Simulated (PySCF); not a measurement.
**ECD: `CCC#C[Si@@H](Cl)P[SiH3]`, C4H10ClPSi2**

Geometry:
```json
{"atom": "C1", "x (Å)": "-2.402", "y (Å)": "-1.921", "z (Å)": "-1.520"}
{"atom": "C2", "x (Å)": "-2.441", "y (Å)": "-3.443", "z (Å)": "-1.393"}
{"atom": "C3", "x (Å)": "-1.243", "y (Å)": "-4.088", "z (Å)": "-1.905"}
{"atom": "C4", "x (Å)": "-0.231", "y (Å)": "-4.606", "z (Å)": "-2.348"}
{"atom": "Si5", "x (Å)": "1.331", "y (Å)": "-5.237", "z (Å)": "-3.025"}
{"atom": "Cl6", "x (Å)": "1.014", "y (Å)": "-7.026", "z (Å)": "-4.021"}
{"atom": "P7", "x (Å)": "2.063", "y (Å)": "-3.701", "z (Å)": "-4.495"}
{"atom": "Si8", "x (Å)": "2.046", "y (Å)": "-2.020", "z (Å)": "-2.973"}
{"atom": "H9", "x (Å)": "-3.327", "y (Å)": "-1.480", "z (Å)": "-1.120"}
{"atom": "H10", "x (Å)": "-1.551", "y (Å)": "-1.501", "z (Å)": "-0.964"}
{"atom": "H11", "x (Å)": "-2.300", "y (Å)": "-1.617", "z (Å)": "-2.571"}
{"atom": "H12", "x (Å)": "-3.312", "y (Å)": "-3.849", "z (Å)": "-1.936"}
{"atom": "H13", "x (Å)": "-2.577", "y (Å)": "-3.738", "z (Å)": "-0.338"}
{"atom": "H14", "x (Å)": "2.300", "y (Å)": "-5.513", "z (Å)": "-1.930"}
{"atom": "H15", "x (Å)": "3.443", "y (Å)": "-4.023", "z (Å)": "-4.296"}
{"atom": "H16", "x (Å)": "0.692", "y (Å)": "-1.396", "z (Å)": "-2.992"}
{"atom": "H17", "x (Å)": "3.065", "y (Å)": "-1.015", "z (Å)": "-3.403"}
{"atom": "H18", "x (Å)": "2.361", "y (Å)": "-2.467", "z (Å)": "-1.581"}
```

Method: TDDFT CAM-B3LYP/def2-SVPD circular dichroism and optical rotation, one conformer, gas phase in PySCF. Geometry: PBE0-D3(BJ)/def2-SVP.

The molecule is flexible and this is one conformer; a measurement averages over conformers.

Q: Assign R or S to each stereocentre.

A: Si5 R.

Q: List the lowest 8 singlet excitations with oscillator and rotatory strengths.

A: Rotatory strengths R in 10⁻⁴⁰ esu² cm², velocity form and length form (origin at the centre of mass); f in length form.
```
state  E (eV)  λ (nm)      f  R (velocity)  R (length)                                  main
    1    5.56     223  0.002          -5.7        -5.7      HOMO→LUMO 0.40, HOMO−1→LUMO 0.31
    2    5.89     211  0.004          -4.0        -4.1    HOMO−2→LUMO 0.22, HOMO−1→LUMO 0.18
    3    5.97     208  0.003           0.0        +0.1  HOMO−2→LUMO+1 0.29, HOMO→LUMO+1 0.18
    4    6.20     200  0.001          -4.0        -4.2    HOMO→LUMO+3 0.18, HOMO→LUMO+2 0.15
    5    6.45     192  0.011         -50.7       -49.0      HOMO→LUMO 0.24, HOMO→LUMO+1 0.18
    6    6.52     190  0.060         +71.8       +70.6    HOMO→LUMO+3 0.40, HOMO→LUMO+1 0.23
    7    6.69     185  0.099         -25.2       -24.1    HOMO→LUMO+2 0.41, HOMO→LUMO+4 0.24
    8    7.02     177  0.070         +46.1       +44.4    HOMO−3→LUMO 0.60, HOMO−1→LUMO 0.19
```

Among the states computed, the strongest CD band (largest |R|) is state 6. The largest dissymmetry factor in size, g = 4R/(D+G), with D and G the electric and magnetic dipole strengths, is -0.041 for state 5 (velocity form, f = 0.012), among bands with |R| over 0.5. The mirror image has the same energies and oscillator strengths and all R with the opposite sign.
